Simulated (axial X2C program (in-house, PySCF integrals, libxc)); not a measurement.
**Worked dissociation energy of TcS⁻: PBE50, non-relativistic**

Calculated with an in-house all-electron X2C program for linear molecules (integrals from PySCF). The Hamiltonian is the X2C one with the speed of light multiplied by 100, which is the non-relativistic limit. Basis: Tc dyall-av3z [12s11p8d3f2g], S dyall-av3z [9s8p3d2f] (cores contracted in-house); Gaussian nuclei, density fitting, unrestricted open shells. Masses: Tc 98.907 u, S 31.972 u.

Molecular state: M_S = 0, Λ = 0 (beyond evenly filled blocks: π+β, π-β, δ+α, δ-α).

```
E(Tc) (2M_S = 5, M_L = 0) : -4206.657745 hartree
E(S-) (2M_S = 1, M_L = 0) : -398.093991 hartree
E(TcS⁻) at Re             : -4604.804464 hartree
ωe                        : 475.3 cm⁻¹
ωexe                      : 1.3 cm⁻¹
```

(1) Work out De and D0.

The state is a single determinant with fixed occupations, the lowest that a limited PBE0 search found. De is counted from the lowest determinant-based energies of the atoms at the same level, without counterpoise correction. Other states lie close and PBE0, whose exact exchange favours high spin, may order them wrongly; the determinant shown need not be the ground state. The nearest other spin-free determinant of the search, M_S = 0, Λ = 2, lies 0.20 eV up at the distance of the search. With several unpaired electrons one determinant need not be a pure state. The determinant is spin-polarised beyond a pure state at some levels (its spin-free form has ⟨S²⟩ too high), which makes Re and μ there less reliable.

Each atomic determinant is the lowest at this level and need not be a pure term. Totals compare only within one Hamiltonian and basis.

Answers

(1) De = -4206.657745 + (-398.093991) − (-4604.804464) = 0.05273 hartree = 1.435 eV. The zero-point energy is ωe/2 − ωexe/4 = 237 cm⁻¹ = 0.029 eV, so D0 = 1.405 eV.
